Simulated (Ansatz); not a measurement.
Ansatz results at the PBE0-D4/def2-TZVP geometry: HOMO–LUMO gap (B3LYP/def2-TZVPP) 4.79 eV; HOMO–LUMO gap (PBE/def2-TZVPP) 3.04 eV; HOMO–LUMO gap (PBE0/def2-TZVPP) 5.23 eV.

Each molecule was computed in one conformer, which needn't be the lowest.

Which molecule gave them?
A. `O=C(O)CS`
B. `[GeH3]/[CH]=C\Br`
C. `NB(O)[SiH2]F`
D. `OB(F)C1=CO1`

D. The others give `[GeH3]/[CH]=C\Br`: 6.31, 4.69, 6.75; `NB(O)[SiH2]F`: 7.43, 5.63, 7.85; `O=C(O)CS`: 6.20, 4.29, 6.69.

B3LYP here is the variant with VWN-RPA as its local correlation; programs differ in this.
